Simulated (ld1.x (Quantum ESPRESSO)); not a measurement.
# How hard is this He (Z = 2) RRKJ potential?

* Element: helium
* Generator: ld1.x (Quantum ESPRESSO) 7.5
* Type: norm-conserving RRKJ (Kleinman–Bylander form)
* Functional: LDA (PZ)
* Relativity: scalar-relativistic
* Frozen core: none
* Valence charge: 2
* Reference configuration: 1s2
* Partial waves: 1s (bound): rc 0.55 bohr; 2p channel at 0.25 Ry: rc 0.55 bohr
* Local potential: all-electron potential smoothed inside 0.40 bohr (lloc = -2)
* Core correction: none

The pseudo-atom Hamiltonian at the reference potential is diagonalised in spherical Bessel functions j_l(qr) that vanish at 20 bohr, with q² up to the cutoff. All-electron valence levels (Ry): 1s -1.1404.

**Question.** How do the lowest levels (Ry) of each channel move with the cutoff, and are there ghosts?

**Answer.**

```csv
cutoff (Ry),s #1,p #1,d #1,f #1,Σ f·Δε (mRy)
8,-0.6374,0.0459,0.0823,0.1218,1006.2
15,-0.7902,0.0459,0.0823,0.1218,700.7
21,-0.8841,0.0459,0.0823,0.1218,512.8
35,-0.9879,0.0459,0.0823,0.1218,305.3
45,-1.0318,0.0459,0.0823,0.1218,217.3
60,-1.0749,0.0459,0.0823,0.1218,131.2
90,-1.1135,0.0459,0.0823,0.1218,53.9
110,-1.1250,0.0459,0.0823,0.1218,31.0
160,-1.1372,0.0459,0.0823,0.1218,6.5
200,-1.1397,0.0459,0.0823,0.1218,1.5
300,-1.1405,0.0459,0.0823,0.1218,0.0
400,-1.1405,0.0459,0.0823,0.1218,0.0
```

Result: no extra level below or beside the all-electron valence levels (s, p, d, f tested); 10 mRy is reached at 160 Ry and 1 mRy at 230 Ry.
